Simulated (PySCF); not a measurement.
Atom-mapped SMILES (the numbers label the heavy atoms): `[CH3:1][c:2]1[n:3][cH:4][n:5]([CH3:6])[c:7]1[CH3:8]`. Each H is labelled by its parent atom.

PySCF 2.14.0 with density-fitted response routines calculation with shieldings: GIAO PBE0/pcSseg-1 and GFN2-xTB geometry; non-relativistic Hamiltonian, no solvent, equivalent nuclei averaged, one conformer.

Scale: TMS for ¹³C (reference shieldings calculated alike).

Q: Do the ¹³C shifts follow the atomic charges (in e)? Tabulate both.

A: 
```json
{"atoms": "C2", "hybridisation": "sp2", "δ (ppm)": "140.3", "σ para (ppm)": "-218", "Hirshfeld": "+0.01", "IAO": "+0.05", "Mulliken": "-0.18", "ESP-fitted": "+0.41"}
{"atoms": "C4", "hybridisation": "sp2", "δ (ppm)": "137.0", "σ para (ppm)": "-205", "Hirshfeld": "+0.02", "IAO": "+0.02", "Mulliken": "+0.30", "ESP-fitted": "+0.02"}
{"atoms": "C7", "hybridisation": "sp2", "δ (ppm)": "125.9", "σ para (ppm)": "-202", "Hirshfeld": "+0.01", "IAO": "+0.01", "Mulliken": "+0.02", "ESP-fitted": "-0.00"}
{"atoms": "C6", "hybridisation": "sp3", "δ (ppm)": "32.4", "σ para (ppm)": "-90", "Hirshfeld": "-0.05", "IAO": "-0.31", "Mulliken": "-0.04", "ESP-fitted": "-0.48"}
{"atoms": "C1", "hybridisation": "sp3", "δ (ppm)": "15.6", "σ para (ppm)": "-76", "Hirshfeld": "-0.12", "IAO": "-0.44", "Mulliken": "-0.14", "ESP-fitted": "-0.49"}
{"atoms": "C8", "hybridisation": "sp3", "δ (ppm)": "10.7", "σ para (ppm)": "-71", "Hirshfeld": "-0.12", "IAO": "-0.43", "Mulliken": "-0.10", "ESP-fitted": "-0.64"}
```

Correlation coefficients of δ with charge over these carbons: Hirshfeld +0.95, IAO +1.00, Mulliken +0.45, ESP-fitted +0.94; with the paramagnetic shielding -1.00. With so few points, grouped by hybridisation, these coefficients are fragile. Charge is one influence among several: hybridisation and low-lying excitations act through the paramagnetic term.

Shifts are as computed. Against solution values, carbons near 30 ppm lie about +3 ppm off and those near 130 ppm about +5 ppm (rms about the fit 2.1 ppm; single classes can miss by 10 ppm). Of 1328 compounds with measured shifts, 309 miss one by over three times the rms of a fit or turn the order of signals round; such compounds aren't used in these exercises. Signals without a measured value on file couldn't be tested in this way; 1H shifts scatter by 0.2 ppm about their fit, and single ones miss by 0.5 ppm.
